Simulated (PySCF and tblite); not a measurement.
The numbers below are computed, except where a source is named.
System: ClGeH₄P₂ (charge -1), numbered as in [PH2:1][Ge-:2]([PH2:3])[Cl:4].

The path came from a restrained scan, a climbing-image band and a saddle search at GFN2-xTB; energies are BHandHLYP/pcSseg-1 + D3(BJ)//B3LYP-D3(BJ)/def2-SVP, thermal terms GFN2-xTB. Rate constants are transition-state-theory values, counting equivalent paths, without tunnelling. Programs: tblite and PySCF.

The ion is treated without a counter-ion. Spin–orbit effects of heavy atoms on shieldings are missing.

(1) What barrier does the pyramidal inversion at Ge2 meet, and how fast is it at 298 K?

Results:

(1) The electronic barrier is 31.5 kcal/mol and ΔG‡(298 K) 30.5 kcal/mol, over a C1 saddle with an imaginary mode of 117i cm⁻¹ (GFN2-xTB). With 2 equivalent paths, k is 5.3×10⁻¹⁰ s⁻¹, a mean lifetime of the start of 60 years against this motion. The end lies 1.4 kcal/mol below the start in free energy.
